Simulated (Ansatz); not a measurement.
Wavefunction ladder for `[CH3][GaH-]([CH3])[SH2+]`

```xyz
13

C     0.421    0.114    1.720
Ga    0.030    0.765   -0.116
C     1.141    0.123   -1.629
S    -2.093   -0.762   -0.610
H    -0.417    0.270    2.403
H     0.686   -0.947    1.728
H     1.276    0.663    2.128
H    -0.802    2.103   -0.282
H     2.079    0.686   -1.655
H     1.401   -0.933   -1.527
H     0.647    0.270   -2.592
H    -1.617   -1.904   -0.086
H    -2.751   -0.448    0.518
```

Charge 0, multiplicity 1. Correlated methods include outer-core shells of Ga, which these sets cover unevenly. Scalar relativity is left out up to krypton. All single points use the PBE0-D4/def2-TZVP geometry. It is one conformer, not always the lowest. Frozen core, restricted reference, Ansatz.

```tsv
basis	HF (Eh)	MP2 corr.
def2-SVP	-2401.31856	-0.66710
def2-TZVPP	-2401.79374	-0.80279
def2-QZVPP	-2401.84919	-1.08913
```

Task: Estimate the CCSD correlation energy and the (T) correction in each basis where they were run (hartree).

Result: 
| basis | CCSD corr. | (T) |
| --- | --- | --- |
| def2-SVP | -0.71894 | -0.02081 |
| def2-TZVPP | -0.85441 | -0.03357 |
